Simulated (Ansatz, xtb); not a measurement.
**C6H5Cl3: which of two isomers lies lower**

Structure a: `ClC(Cl)(Cl)C1=CCC=C1`, a singlet. Structure b: `ClCC1=C[C@H](Cl)C(Cl)=C1`, a singlet. Both are isolated molecules in the gas phase, relaxed with PBE-D3(BJ)/def2-SVP, each in the lowest conformer that the search found.

Question: Which of the two would you expect CCSD(T)/def2-SVP + ΔMP2/def2-TZVPP electronic energies to favour?

Answer: Structure b; the calculation gives E(b) − E(a) = −6.1 kcal/mol.

How the difference moves with the method:

```json
{"level": "GFN2-xTB", "geometry": "GFN2-xTB", "E(b) − E(a) (kcal/mol)": "−2.3", "departure from the last row (kcal/mol)": "+3.9", "job, with rough time for the two": "optimisation, 0.2 s"}
{"level": "HF/STO-3G", "geometry": "GFN2-xTB", "E(b) − E(a) (kcal/mol)": "−12.7", "departure from the last row (kcal/mol)": "−6.6", "job, with rough time for the two": "single point, 0.7 s"}
{"level": "r2SCAN-D4/def2-SVP", "geometry": "GFN2-xTB", "E(b) − E(a) (kcal/mol)": "−3.5", "departure from the last row (kcal/mol)": "+2.6", "job, with rough time for the two": "single point, 5.7 s"}
{"level": "PBE-D3(BJ)/def2-SVP", "geometry": "PBE-D3(BJ)/def2-SVP", "E(b) − E(a) (kcal/mol)": "−3.0", "departure from the last row (kcal/mol)": "+3.1", "job, with rough time for the two": "optimisation, 30 s"}
{"level": "HF/def2-SVP", "geometry": "PBE-D3(BJ)/def2-SVP", "E(b) − E(a) (kcal/mol)": "−10.7", "departure from the last row (kcal/mol)": "−4.5", "job, with rough time for the two": "part of the CCSD(T) run"}
{"level": "MP2/def2-SVP", "geometry": "PBE-D3(BJ)/def2-SVP", "E(b) − E(a) (kcal/mol)": "−3.6", "departure from the last row (kcal/mol)": "+2.5", "job, with rough time for the two": "part of the CCSD(T) run"}
{"level": "CCSD(T)/def2-SVP", "geometry": "PBE-D3(BJ)/def2-SVP", "E(b) − E(a) (kcal/mol)": "−4.8", "departure from the last row (kcal/mol)": "+1.3", "job, with rough time for the two": "single point"}
{"level": "CCSD(T)/def2-SVP + ΔMP2/def2-TZVPP", "geometry": "PBE-D3(BJ)/def2-SVP", "E(b) − E(a) (kcal/mol)": "−6.1", "departure from the last row (kcal/mol)": "", "job, with rough time for the two": "single point, 2.7 min"}
```

As drawn, both hold the same kinds of bond in the same numbers.

The levels shown agree on the order. The largest departure from CCSD(T)/def2-SVP + ΔMP2/def2-TZVPP is that of HF/STO-3G, 6.6 kcal/mol. The last row adds to CCSD(T) the change of the MP2 difference between the two basis sets, here −1.3 kcal/mol.

With thermal terms from frequencies at re-optimised GFN2-xTB minima (ideal gas, soft modes damped towards free rotors, one conformer each, 298.15 K, 1 atm): on the last row, ΔE + ΔZPE = −5.5, ΔH = −5.5, ΔG = −6.0 kcal/mol.

The correlated steps freeze 21 core orbitals. Mirror images aren't counted in ΔG. Programs: Ansatz 0.2.0, xtb 6.7.1; the last row on 4 threads of Arm Neoverse V1 on a shared host.
